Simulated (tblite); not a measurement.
Compound: C7H12OSi.
Atom-mapped SMILES: `[CH:1]#[C:2]/[C:3](=[CH:4]\[O:5][SiH3:6])[CH2:7][CH2:8][CH3:9]` (hydrogens: H10 on C1; H11 on C4; H12, H13, H14 on Si6; H15, H16 on C7; H17, H18 on C8; H19, H20, H21 on C9)

Computed with GFN2-xTB (tblite), gas phase: L-BFGS steps from a force-field or distance-geometry start until the largest atomic force falls under 0.01 eV/Å.

Step 31: E = -731.1839 eV
```
atom  x, y, z in Å  |  force x, y, z in eV/Å
C1      0.3332   -2.7182   -0.5429    0.009  -0.043  -0.012
C2      0.2834   -1.5235   -0.4335   -0.002   0.117   0.029
C3      0.1670   -0.1172   -0.3278   -0.054   0.011  -0.029
C4      1.0237    0.6313    0.3744   -0.007  -0.078   0.005
O5      2.0929    0.1583    1.0514    0.014  -0.019  -0.028
Si6     3.6870    0.3682    0.8109    0.095  -0.004  -0.004
C7     -0.9411    0.5327   -1.1167    0.026   0.060  -0.062
C8     -2.3616    0.1378   -0.6994    0.031  -0.026  -0.065
C9     -2.6306    0.3673    0.7821    0.019   0.002  -0.030
H10     0.3907   -3.7621   -0.6379    0.010   0.037   0.016
H11     0.8822    1.7062    0.4333    0.066   0.014  -0.023
H12     4.2316   -0.3233    1.9673   -0.085   0.009   0.027
H13     4.0406    1.7954    0.7815   -0.061  -0.062   0.009
H14     4.1098   -0.2312   -0.4579   -0.057   0.025   0.006
H15    -0.8033    0.2660   -2.1711   -0.032   0.020   0.050
H16    -0.8366    1.6171   -1.0299    0.009  -0.007   0.013
H17    -3.0516    0.7443   -1.2957    0.000  -0.106   0.054
H18    -2.5318   -0.9123   -0.9405   -0.019  -0.022  -0.011
H19    -3.6977    0.3099    0.9849    0.020  -0.021   0.021
H20    -2.1236   -0.3785    1.3892    0.039   0.009  -0.019
H21    -2.2732    1.3489    1.0779   -0.019   0.084   0.052
```

Step 32: E = -731.1860 eV
```
atom  x, y, z in Å  |  force x, y, z in eV/Å
C1      0.3319   -2.7119   -0.5468    0.008   0.003  -0.004
C2      0.2855   -1.5172   -0.4331   -0.014   0.020   0.003
C3      0.1660   -0.1129   -0.3324   -0.023   0.034   0.012
C4      1.0249    0.6370    0.3655    0.008  -0.023   0.006
O5      2.0950    0.1684    1.0427    0.073  -0.020  -0.034
Si6     3.6946    0.3668    0.8147    0.049  -0.035   0.076
C7     -0.9451    0.5318   -1.1189   -0.005   0.047  -0.045
C8     -2.3639    0.1349   -0.6997    0.005  -0.019   0.022
C9     -2.6318    0.3652    0.7813    0.012   0.044   0.109
H10     0.3890   -3.7547   -0.6423    0.015  -0.004   0.015
H11     0.8824    1.7124    0.4194    0.069   0.012  -0.016
H12     4.2212   -0.3373    1.9777   -0.111   0.057  -0.044
H13     4.0651    1.7917    0.7945   -0.076  -0.096   0.005
H14     4.1199   -0.2373   -0.4506   -0.053   0.031   0.001
H15    -0.8125    0.2595   -2.1701   -0.007   0.016  -0.026
H16    -0.8413    1.6154   -1.0365    0.003   0.030   0.014
H17    -3.0579    0.7419   -1.2889   -0.007  -0.104   0.002
H18    -2.5349   -0.9160   -0.9357   -0.012  -0.018  -0.034
H19    -3.6995    0.2890    0.9927    0.125  -0.030  -0.011
H20    -2.1039   -0.3677    1.3912   -0.018   0.061  -0.064
H21    -2.2937    1.3580    1.0749   -0.041  -0.008   0.012
```

Step 33: E = -731.1879 eV
```
atom  x, y, z in Å  |  force x, y, z in eV/Å
C1      0.3317   -2.7101   -0.5473    0.008   0.019   0.000
C2      0.2855   -1.5155   -0.4329   -0.022  -0.021  -0.008
C3      0.1651   -0.1121   -0.3333    0.000   0.034   0.025
C4      1.0252    0.6355    0.3650    0.035   0.029   0.008
O5      2.0972    0.1682    1.0402    0.027  -0.038  -0.026
Si6     3.6964    0.3669    0.8155    0.019  -0.049   0.057
C7     -0.9450    0.5330   -1.1196   -0.033   0.022  -0.012
C8     -2.3630    0.1341   -0.7006   -0.013  -0.016   0.077
C9     -2.6315    0.3655    0.7810    0.028   0.045   0.072
H10     0.3895   -3.7526   -0.6416    0.016  -0.022   0.013
H11     0.8855    1.7116    0.4178    0.062   0.009  -0.015
H12     4.2183   -0.3375    1.9781   -0.091   0.040  -0.016
H13     4.0634    1.7902    0.7967   -0.058  -0.058   0.002
H14     4.1173   -0.2385   -0.4494   -0.035   0.027  -0.015
H15    -0.8145    0.2598   -2.1691    0.011   0.013  -0.074
H16    -0.8413    1.6155   -1.0363    0.002   0.060   0.012
H17    -3.0590    0.7386   -1.2876   -0.022  -0.076  -0.028
H18    -2.5343   -0.9168   -0.9362    0.000  -0.024  -0.030
H19    -3.6972    0.2878    0.9950    0.080  -0.040  -0.018
H20    -2.1020   -0.3650    1.3896    0.008   0.027  -0.033
H21    -2.2964    1.3582    1.0747   -0.022   0.020   0.009
```

Step 34: E = -731.1907 eV
```
atom  x, y, z in Å  |  force x, y, z in eV/Å
C1      0.3311   -2.7058   -0.5500    0.008   0.039   0.006
C2      0.2860   -1.5112   -0.4330   -0.034  -0.064  -0.019
C3      0.1637   -0.1084   -0.3354    0.031   0.027   0.027
C4      1.0270    0.6384    0.3599    0.059   0.082  -0.005
O5      2.1019    0.1743    1.0317   -0.015  -0.063  -0.007
Si6     3.7032    0.3652    0.8199   -0.063  -0.051   0.003
C7     -0.9475    0.5343   -1.1219   -0.052  -0.013   0.034
C8     -2.3637    0.1319   -0.6990   -0.027  -0.008   0.103
C9     -2.6313    0.3660    0.7831    0.049   0.035   0.024
H10     0.3893   -3.7481   -0.6435    0.018  -0.030   0.011
H11     0.8901    1.7154    0.4091    0.053   0.006  -0.012
H12     4.2049   -0.3446    1.9834   -0.049   0.007   0.041
H13     4.0751    1.7841    0.8051   -0.035  -0.007   0.003
H14     4.1203   -0.2411   -0.4440   -0.008   0.017  -0.037
H15    -0.8213    0.2564   -2.1696    0.029   0.019  -0.102
H16    -0.8439    1.6162   -1.0402   -0.007   0.076   0.005
H17    -3.0633    0.7316   -1.2838   -0.043  -0.034  -0.060
H18    -2.5357   -0.9190   -0.9353    0.023  -0.024  -0.007
H19    -3.6937    0.2729    1.0012    0.038  -0.042  -0.019
H20    -2.0899   -0.3560    1.3890    0.031   0.010   0.006
H21    -2.3112    1.3645    1.0730   -0.008   0.019   0.004
```

Task: Estimate the geometry and energy of step 35. (The exact step hangs on the optimiser's Hessian estimate; all steps are aligned on step 34, rigid shifts and turns removed.)

Result: E = -731.1931 eV, largest force 0.113 eV/Å
```
atom  x, y, z in Å  |  force x, y, z in eV/Å
C1      0.3304   -2.7004   -0.5535    0.010   0.033   0.012
C2      0.2864   -1.5062   -0.4334   -0.043  -0.069  -0.023
C3      0.1627   -0.1034   -0.3378    0.043   0.017   0.017
C4      1.0301    0.6438    0.3526    0.060   0.092  -0.025
O5      2.1064    0.1801    1.0213   -0.060  -0.071   0.012
Si6     3.7095    0.3624    0.8250   -0.094  -0.052  -0.027
C7     -0.9517    0.5354   -1.1240   -0.042  -0.026   0.045
C8     -2.3658    0.1292   -0.6957   -0.021   0.005   0.075
C9     -2.6309    0.3666    0.7860    0.050   0.015  -0.013
H10     0.3891   -3.7428   -0.6458    0.018  -0.029   0.010
H11     0.8958    1.7210    0.3978    0.049   0.017  -0.006
H12     4.1887   -0.3543    1.9918   -0.022  -0.005   0.061
H13     4.0907    1.7777    0.8157   -0.025   0.011   0.005
H14     4.1249   -0.2446   -0.4385    0.014   0.012  -0.044
H15    -0.8290    0.2518   -2.1713    0.035   0.039  -0.081
H16    -0.8473    1.6180   -1.0448   -0.026   0.057  -0.007
H17    -3.0696    0.7243   -1.2795   -0.048  -0.015  -0.074
H18    -2.5364   -0.9226   -0.9326    0.039  -0.009   0.019
H19    -3.6897    0.2534    1.0079    0.014  -0.038  -0.008
H20    -2.0737   -0.3450    1.3881    0.046   0.007   0.046
H21    -2.3294    1.3724    1.0702    0.003   0.011   0.005
```

The energy changes by -0.0024 eV. The first-order estimate −F·Δx gives -0.0033 eV and the mean of the old and new forces, exact on a quadratic surface, -0.0025 eV. The step makes an angle of 79° with the force vector and moves no atom by more than 0.021 Å.

The cost below is that of the whole relaxation. On one thread, Arm Neoverse N1 (aarch64), shared host with 64 logical CPUs at a one-minute load of 59, this took 2.7 s wall.
